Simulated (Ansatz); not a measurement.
Consider the ligand exchange at the Si–Br bond: `Cl[SiH2]Br` + `F[Si](S)(Cl)Cl` → `F[Si](Cl)(Cl)S[SiH2]Cl` + HBr.

Computed with Ansatz on PBE0-D4/def2-TZVP structures; ΔE is electronic, products minus reactants. CCSD(T)/CBS is the MP2 limit (def2-TZVPP, def2-QZVPP) plus CCSD(T) − MP2 in def2-TZVPP, frozen cores. This one scheme is used for every species. DFT in def2-TZVPP. For Br outer-core shells are correlated without core-valence functions, which leaves a few kJ/mol of doubt a bond. Scalar relativity is left out up to krypton. One conformer a species, not always the lowest.

```tsv
level	ΔE (kJ/mol)
PBE0-D4	23.9
PBE	30.5
r2SCAN	29.2
SCS-MP2/def2-TZVPP	28.9
HF/def2-QZVPP	45.5
SCS-MP2/def2-QZVPP	29.6
MP2/CBS(def2)	26.8
CCSD/CBS(def2)	31.3
```

Question: What does CCSD(T)/CBS give? (Best estimate.)

Answer: Computed: +27.8 kJ/mol. The listed levels differ from it by -3.9, 2.7, 1.4, 1.1, 17.7, 1.8, -1.0, 3.5 kJ/mol.

Largest T1 diagnostic among the species: 0.011.

The D4 term adds −13.7 kJ/mol with B3LYP and −8.0 kJ/mol with PBE0; it sums over pairs of atoms, weighted by their polarisabilities, and B3LYP, whose exchange is more repulsive, gets the larger term. In def2-TZVPP, CCSD(T) changes the Hartree–Fock value by −18.9 kJ/mol (the triples alone add −3.5 kJ/mol) and MP2 by −19.9 kJ/mol.

B3LYP here is the variant with VWN-RPA as its local correlation; programs differ in this.
